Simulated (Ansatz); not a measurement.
Input file for Ansatz (a first-principles code): U-CCSD(T)/def2-SVP on CH6Sn (SMILES [CH3][SnH3]), a point of a bond scan (R = 2.504 Å). Elements past Kr take the def2 small-core potentials; no spin–orbit coupling. The run froze 10 orbitals, filled d shells among them.

Ansatz 0.2 input:
```yaml
crystal:
  periodic: [false, false, false]
  atoms:
    - {symbol: Sn, position_ang: [-0.30086250, 0.03245521, -0.00631286]}
    - {symbol: C, position_ang: [1.84448197, -0.19897144, 0.03870193]}
    - {symbol: H, position_ang: [-0.97629390, -0.97575572, -1.21695910]}
    - {symbol: H, position_ang: [-0.71002577, 1.66119746, -0.35003554]}
    - {symbol: H, position_ang: [-0.97129491, -0.39875451, 1.51123112]}
    - {symbol: H, position_ang: [2.43081090, -2.58094802, 0.54140598]}
    - {symbol: H, position_ang: [2.26881022, 0.44304441, 0.80881496]}
    - {symbol: H, position_ang: [2.26562981, 0.07595007, -0.92688886]}
basis:
  gaussian:
    orbitals: def2-SVP
correlation: {method: ccsd_t, electrons: outside_noble_gas}
scf: {omitted_lower_state_checks: [cluster_reference]}
magnetization: {spin_polarized: true, initial_magnetization: 0}
```

Output:

```
WARN ansatz: RAYON_NUM_THREADS=1 ignored (pool sized by the plan → 1); use --threads N
Functional definition: HF
these checks for a lower state are left out or cut short: cluster_reference
integrals: 0.08 GiB planned
800 factors; integrals over basis functions are off by at most 4.0e-4 eV
mean field: 0.23 GiB planned
mean field evaluation 1: about -6920.8621 eV, gradient 1.6e1 eV
mean field evaluation 2: about -6920.9167 eV, gradient 1.6e1 eV
mean field evaluation 4: about -6923.2278 eV, gradient 2.0e0 eV
mean field evaluation 8: about -6923.2960 eV, gradient 1.8e-1 eV
mean field evaluation 16: about -6923.7579 eV, gradient 2.9e0 eV
mean field evaluation 32: about -6925.4090 eV, gradient 1.3e-1 eV
mean field -6925.40950163 eV, -254.5041049737 hartree, gradient 1.5e-6 eV, S^2 0.926973; 3 other end points of the search recorded, 0 dependent functions left out
10 core orbitals not correlated
reference -6925.40950163 eV, -254.5041049737 hartree; 7, 7 occupied and 53, 53 virtual orbitals, 800 factors
second order -5.76919327 eV of doubles, -0.00000000 eV of singles
coupled cluster: 0.23 GiB planned
cycle   1  -6.56496071 eV  change   -8.0e-1 eV  update   6.9e-2
cycle   2  -6.87461787 eV  change   -3.1e-1 eV  update   2.8e-2
cycle   3  -6.90705249 eV  change   -3.2e-2 eV  update   1.4e-2
cycle   4  -6.91459124 eV  change   -7.5e-3 eV  update   1.1e-2
cycle   5  -6.92678725 eV  change   -1.2e-2 eV  update   9.4e-3
cycle   6  -6.94509096 eV  change   -1.8e-2 eV  update   7.9e-3
cycle   7  -6.97674583 eV  change   -3.2e-2 eV  update   6.0e-3
cycle   8  -6.98946631 eV  change   -1.3e-2 eV  update   2.9e-3
cycle   9  -6.99144830 eV  change   -2.0e-3 eV  update   1.0e-3
cycle  10  -6.99215673 eV  change   -7.1e-4 eV  update   4.0e-4
cycle  11  -6.99225783 eV  change   -1.0e-4 eV  update   1.9e-4
cycle  12  -6.99221811 eV  change    4.0e-5 eV  update   9.3e-5
cycle  13  -6.99218727 eV  change    3.1e-5 eV  update   5.0e-5
cycle  14  -6.99215640 eV  change    3.1e-5 eV  update   2.5e-5
cycle  15  -6.99215580 eV  change    6.0e-7 eV  update   1.2e-5
coupled cluster: 0.23 GiB planned
perturbative correction -0.22083672 eV, -0.0081155998 hartree
Total energy: -6932.62249415 eV, -254.7691775599 hartree
Checks for a lower state left out: cluster_reference
```

The run converged. Its determinant has ⟨S²⟩ = 0.93, a mixture of spin states.

Cost: very roughly 5 core-seconds.
